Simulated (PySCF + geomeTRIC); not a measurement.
Calculation: PySCF + geomeTRIC with BP86-D3(BJ)/def2-SVP. fastk is a local helper that only speeds up exchange builds. No frequencies were computed at this level.

```python
import json, numpy as np
from pyscf import gto, dft
from fastk import lowrank_exchange
atoms = """
Zn     0.000000    -0.000000     0.000000
Br     0.122716    -1.082270     2.004121
Br    -0.122715     1.082270    -2.004121
"""
def scf(charge, spin, dm0=None):
    mol = gto.M(atom=atoms, basis='def2-svp', ecp={}, charge=charge, spin=spin, verbose=3, max_memory=3360)
    mf = dft.KS(mol, xc='bp86').density_fit(auxbasis="def2-universal-jkfit")
    mf.disp = 'd3bj'
    mf.grids.level = 3
    mf.conv_tol = 1e-8
    mf.max_cycle = 120
    mf.level_shift = 0.25
    mf.kernel(dm0)
    if not mf.converged:
        mf = mf.newton().run(mf.mo_coeff, mf.mo_occ).undo_soscf()
    return mf
mf = scf(0, 0)
from pyscf.geomopt.geometric_solver import kernel as optimize
path = []
done, mol = optimize(mf, maxsteps=120, assert_convergence=False, callback=lambda env: path.append((env["energy"], bool(env["g_scanner"].converged))))
res = dict(converged=bool(done and path[-1][1]), energy=path[-1][0], path=[e for e, c in path], xyz=mol.atom_coords(unit="Angstrom").tolist(), nao=mol.nao)
json.dump(res, open("result.json", "w"))
```

Output:

```
converged SCF energy = -6927.74346257225
Geometry optimization cycle 1
converged SCF energy = -6927.74346256964
cycle 1: E = -6927.74346257  dE = -6927.74  norm(grad) = 0.0147102
Geometry optimization cycle 2
converged SCF energy = -6927.74433600153
cycle 2: E = -6927.744336  dE = -0.000873432  norm(grad) = 0.00312087
Geometry optimization cycle 3
converged SCF energy = -6927.74437539946
cycle 3: E = -6927.7443754  dE = -3.93979e-05  norm(grad) = 0.000375328
Geometry optimization cycle 4
converged SCF energy = -6927.74437723668
cycle 4: E = -6927.74437724  dE = -1.83722e-06  norm(grad) = 0.000171218
Geometry optimization cycle 5
converged SCF energy = -6927.74438628267
cycle 5: E = -6927.74438628  dE = -9.04599e-06  norm(grad) = 0.000797275
Geometry optimization cycle 6
converged SCF energy = -6927.74439698537
cycle 6: E = -6927.74439699  dE = -1.07027e-05  norm(grad) = 0.00149259
Geometry optimization cycle 7
converged SCF energy = -6927.74440257329
cycle 7: E = -6927.74440257  dE = -5.58792e-06  norm(grad) = 0.000991652
Geometry optimization cycle 8
converged SCF energy = -6927.74440533758
cycle 8: E = -6927.74440534  dE = -2.76428e-06  norm(grad) = 6.58821e-05
Geometry optimization cycle 9
converged SCF energy = -6927.74440545388
cycle 9: E = -6927.74440545  dE = -1.16302e-07  norm(grad) = 1.28259e-05
<class 'geometric.internal.Distance'> : 2
<class 'geometric.internal.LinearAngle'> : 2
<class 'geometric.internal.TranslationX'> : 1
<class 'geometric.internal.TranslationY'> : 1
<class 'geometric.internal.TranslationZ'> : 1
<class 'geometric.internal.RotationA'> : 1
<class 'geometric.internal.RotationB'> : 1
<class 'geometric.internal.RotationC'> : 1
Step    0 : Gradient = 8.493e-03/1.040e-02 (rms/max) Energy = -6927.7434625696
Step    1 : Displace = 2.922e-02/3.579e-02 (rms/max) Trust = 1.000e-01 (=) Grad = 1.802e-03/2.207e-03 (rms/max) E (change) = -6927.7443360015 (-8.734e-04) Quality = 1.240
Step    2 : Displace = 7.899e-03/9.675e-03 (rms/max) Trust = 1.414e-01 (+) Grad = 2.167e-04/2.654e-04 (rms/max) E (change) = -6927.7443753995 (-3.940e-05) Quality = 0.954
Step    3 : Displace = 5.980e-04/7.324e-04 (rms/max) Trust = 2.000e-01 (+) Grad = 9.885e-05/1.211e-04 (rms/max) E (change) = -6927.7443772367 (-1.837e-06) Quality = 1.712
Step    4 : Displace = 1.794e-03/2.197e-03 (rms/max) Trust = 2.828e-01 (+) Grad = 4.603e-04/5.638e-04 (rms/max) E (change) = -6927.7443862827 (-9.046e-06) Quality = 1.545
Step    5 : Displace = 1.428e-03/1.749e-03 (rms/max) Trust = 3.000e-01 (+) Grad = 8.617e-04/1.055e-03 (rms/max) E (change) = -6927.7443969854 (-1.070e-05) Quality = 1.227
Step    6 : Displace = 1.146e-03/1.404e-03 (rms/max) Trust = 3.000e-01 (=) Grad = 5.725e-04/7.012e-04 (rms/max) E (change) = -6927.7444025733 (-5.588e-06) Quality = 1.510
Step    7 : Displace = 2.383e-03/2.919e-03 (rms/max) Trust = 3.000e-01 (=) Grad = 3.804e-05/4.659e-05 (rms/max) E (change) = -6927.7444053376 (-2.764e-06) Quality = 0.681
Step    8 : Displace = 1.464e-04/1.793e-04 (rms/max) Trust = 3.000e-01 (=) Grad = 7.405e-06/9.070e-06 (rms/max) E (change) = -6927.7444054539 (-1.163e-07) Quality = 3.247
Converged! =D
```

Cost: roughly 80 core-seconds.
